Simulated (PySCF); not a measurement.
Calculation: ωB97X-D3(BJ)/def2-TZVP // B3LYP-D3(BJ)/def2-TZVP (PySCF). All species are isolated molecules in the gas phase. Delta-SCF ions had no search for a lower state. 

Reference species (SMILES): `B` (neutral, multiplicity 1).

| Quantity | Value |
|---|---|
| HOMO | -12.60 eV |
| vertical ionisation energy (Delta-SCF) | 13.32 eV |

Changed species: `FBF` (2 of 3 H replaced by F; the reference has 0 of 3 H replaced by F).

### Question
Give the shifts of the HOMO and vertical ionisation energy (Delta-SCF).

### Answer
the HOMO drops by 0.94 eV, to -13.54 eV; the vertical ionisation energy (Delta-SCF) rises by 0.98 eV, to 14.30 eV.
